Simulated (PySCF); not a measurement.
One of the candidates below gave these computed data.

All candidates are C6H4NP.

- 1H NMR: chemical shifts (computed TMS as zero) by class: 8.93 (1 H), 7.93 (1 H), 7.89 (1 H), 7.30 (1 H) ppm [GIAO PBE0/pcSseg-1]
- NMR, other nuclei: isotropic shieldings of nuclei other than C and H, by class: -103 (1 N), 290 (1 P) ppm [GIAO PBE0/pcSseg-1]
- Triplet: lowest triplet excitation (Tamm–Dancoff): 2.61 eV [TDA PBE0/def2-SVPD]
- Dipole: 2.94 D [PBE0/def2-SVPD]
- Polarisability: 107.2 au [PBE0/def2-SVPD]
- 13C NMR: chemical shifts (computed TMS as zero) by class: 175.4 (1 C), 155.5 (1 C), 151.4 (1 C), 141.2 (1 C), 138.1 (1 C), 127.8 (1 C) ppm [GIAO PBE0/pcSseg-1]
- Rotational structure: rotational constants A, B, C: 5.929, 0.972, 0.835 GHz [GFN2-xTB]

The electronic properties come from PySCF, for the isolated species, density fitting. Levels stand in brackets. Geometry: GFN2-xTB; no solvent, vibrations or thermal averaging. NMR values are class means; diastereotopic atoms form classes of their own.

Question: Which candidate is it?
A. `N#Cc1ccccp1`
B. `N#Cc1ccpcc1`
C. `P#Cc1ccccn1`

Answer: C. It is `P#Cc1ccccn1`. Numbering: `[P:1]#[C:2][c:3]1[cH:4][cH:5][cH:6][cH:7][n:8]1`. 6 carbons fall into 6 classes; from least to most shielded: triply bonded carbon [C2] (175.4 ppm), aromatic CH next to a ring nitrogen [C7] (155.5 ppm), substituted aromatic carbon [C3] (151.4 ppm), aromatic CH carbon [C5] (141.2 ppm), aromatic CH carbon [C4] (138.1 ppm), aromatic CH carbon [C6] (127.8 ppm). Hydrogen classes from least to most shielded: 1 H on an aromatic CH next to a ring nitrogen, C7 (8.93 ppm), 1 H on an aromatic CH carbon, C4 (7.93 ppm), 1 H on an aromatic CH carbon, C5 (7.89 ppm), 1 H on an aromatic CH carbon, C6 (7.30 ppm). The other shieldings belong to: -103 ppm, pyridine-type nitrogen [N8]; 290 ppm, phosphorus bonded to C [P1]. The optimised geometry has point group Cs and is an asymmetric top.

The others, at the same levels:
- `N#Cc1ccccp1` fails: its computed 13C shifts are 166.2 (1 C), 148.6 (1 C), 146.6 (1 C), 139.8 (1 C), 134.9 (1 C), 125.5 (1 C) ppm, 1H shifts are 9.36 (1 H), 8.50 (1 H), 8.24 (1 H), 7.94 (1 H) ppm and lowest triplet excitation (Tamm–Dancoff) is 3.02 eV (against 2.61 eV).
- `N#Cc1ccpcc1` fails: it has 4 carbon classes against 6; its computed 13C shifts are 165.9 (2 C), 142.8 (2 C), 125.4 (1 C), 117.0 (1 C) ppm, 1H shifts are 9.42 (2 H), 8.41 (2 H) ppm and lowest triplet excitation (Tamm–Dancoff) is 2.93 eV (against 2.61 eV).
